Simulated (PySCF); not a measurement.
# `InChI=1S/C7H6ClNO/c8-6-2-4-10-7(5-6)1-3-9/h2,4-6H,1H2/t6-/m1/s1`

Cartesian coordinates in Å; atom numbers follow the order of the lines, from 1:
```xyz
16

N     3.2217    1.2509    1.4267
C     2.7248    0.7286    0.5411
C     2.0729    0.0672   -0.5659
C     0.5866    0.0192   -0.3153
C    -0.0257   -0.9386    0.3832
C    -1.4962   -0.9479    0.5580
Cl   -2.2016   -2.2587   -0.5651
C    -2.0801    0.3547    0.1620
C    -1.3645    1.2477   -0.5147
O    -0.0514    1.1103   -0.8207
H     2.4806   -0.9406   -0.6658
H     2.2689    0.6365   -1.4783
H     0.5373   -1.7662    0.7812
H    -1.8125   -1.2873    1.5448
H    -3.1174    0.5400    0.3799
H    -1.7511    2.1933   -0.8625
```

Computed with PySCF, GIAO B3LYP/pcSseg-1 magnetisability, rotational g tensor and spin-rotation constants, non-relativistic, gas phase. Geometry: GFN2-xTB.

Task: Give the nuclear spin-rotation constants along the inertial axes (H = +C I·J) beside the isotropic shieldings.

Result: Rotational constants 2.4525, 0.6503, 0.5803 GHz. A star marks the isotopologue with that one atom substituted, in its own axes.
| atom | isotope | Caa (kHz) | Cbb (kHz) | Ccc (kHz) | mean (kHz) | σ (ppm) |
| --- | --- | --- | --- | --- | --- | --- |
| N1 | 14N | 0.311 | 0.145 | 0.075 | 0.177 | -37.7 |
| Cl7 | 35Cl | 0.471 | 0.258 | 0.297 | 0.342 | 529.4 |
| H11 | 1H | -0.273 | 0.019 | -0.062 | -0.105 | 28.8 |
| H12 | 1H | -0.241 | -0.053 | -0.005 | -0.100 | 28.8 |
| H13 | 1H | -0.269 | 0.057 | -0.066 | -0.092 | 26.3 |
| H14 | 1H | -0.223 | -0.052 | 0.024 | -0.084 | 26.1 |
| H15 | 1H | -0.003 | -0.029 | -0.051 | -0.028 | 26.3 |
| H16 | 1H | -0.274 | 0.067 | -0.061 | -0.089 | 25.0 |
| C2 | 13C* | 0.552 | 0.296 | 0.130 | 0.326 | 62.9 |
| C3 | 13C* | 0.365 | 0.100 | 0.096 | 0.187 | 158.1 |
| C4 | 13C* | 0.950 | 0.287 | 0.146 | 0.461 | 24.7 |
| C5 | 13C* | 0.722 | 0.264 | 0.106 | 0.364 | 69.0 |
| C6 | 13C* | 0.517 | 0.151 | 0.117 | 0.261 | 119.9 |
| C8 | 13C* | 0.722 | 0.250 | 0.114 | 0.362 | 69.9 |
| C9 | 13C* | 0.777 | 0.313 | 0.147 | 0.412 | 29.9 |
| O10 | 17O* | -0.582 | -0.191 | -0.083 | -0.285 | 121.4 |

For the geometry as given, no vibrational averaging.
